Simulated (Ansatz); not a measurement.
`[F][Hf]([F])([F])[SH]` + H₂O → `[OH][Hf]([F])([F])[F]` + H₂S  (formal hydrolysis of the Hf–S bond)

Isolated molecules relaxed with PBE0-D4/def2-TZVP in Ansatz; ΔE leaves out vibrations. CCSD(T)/CBS is the MP2 limit (def2-TZVPP, def2-QZVPP) plus CCSD(T) − MP2 in def2-TZVPP, frozen cores. This one scheme is used for every species. DFT in def2-TZVPP. Elements past krypton have def2 core potentials. For Hf outer-core shells are correlated without core-valence functions, which leaves a few kJ/mol of doubt a bond. One conformer a species, not always the lowest.

Question: Is it downhill or uphill in electronic energy at CCSD(T)/CBS, and by how much? (Estimate.)

Answer: Computed: Downhill: ΔE = -43.5 kJ/mol.

Question: What do these levels give: r2SCAN-D4, r2SCANh-D4, CAM-B3LYP-D4, revPBE, CCSD(T)/def2-SVP, CCSD(T)/def2-TZVPP? (Estimate.)

Answer: The calculation gave: r2SCAN-D4 -43.1, r2SCANh-D4 -42.9, CAM-B3LYP-D4 -56.4, revPBE -39.2, CCSD(T)/def2-SVP -69.6, CCSD(T)/def2-TZVPP -45.6 kJ/mol.

Largest T1 diagnostic among the species: 0.016.

At CCSD(T), def2-SVP lies −26.1 kJ/mol from the extrapolated value and def2-TZVPP −2.1 kJ/mol. Leaving LDA and LC-ωPBE aside and taking each functional with its dispersion term where it has one, the values, not all of them listed here, spread over 17.9 kJ/mol, from CAM-B3LYP-D4 to PBE-D4. LDA lies −3.3 kJ/mol from PBE without D4.
